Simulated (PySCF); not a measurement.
## Working out the ionisation energy of Ir²⁺

Ir²⁺ [Xe] 4f14 5d7 (4F) → Ir³⁺ [Xe] 4f14 5d6 (5D). All numbers are calculated (PySCF 2.14, scalar relativity through the core potential, in def2-QZVPPD with the def2 core potential (60 electrons)). Frozen: nothing. Energies in hartree (1 hartree = 27.21139 eV):

```tsv
part	Ir²⁺ (lower)	Ir³⁺ (upper)
UHF	-102.587933	-101.577219
MP2 opposite-spin	-0.288299	-0.251381
MP2 same-spin	-0.128337	-0.118146
```

**Question.** What does Hartree-Fock give?

**Answer.** (-101.577219) − (-102.587933) = 1.010714 hartree = 27.503 eV.

**Question.** What do MP2 and SCS-MP2 (6/5 opposite-spin, 1/3 same-spin) give?

**Answer.** The opposite-spin parts differ by 1.005 eV and the same-spin parts by 0.277 eV. MP2: 27.503 + (1.005) + (0.277) = 28.785 eV. SCS-MP2: 27.503 + 1.2 × (1.005) + (0.277)/3 = 28.801 eV.

Reference: 28 ± 1.6 eV (theoretical estimate listed by NIST; NIST Atomic Spectra Database, ionization energies), between the lowest levels; spin-orbit coupling is absent from the calculation.

What remains against the reference includes basis incompleteness and correlation beyond second order.
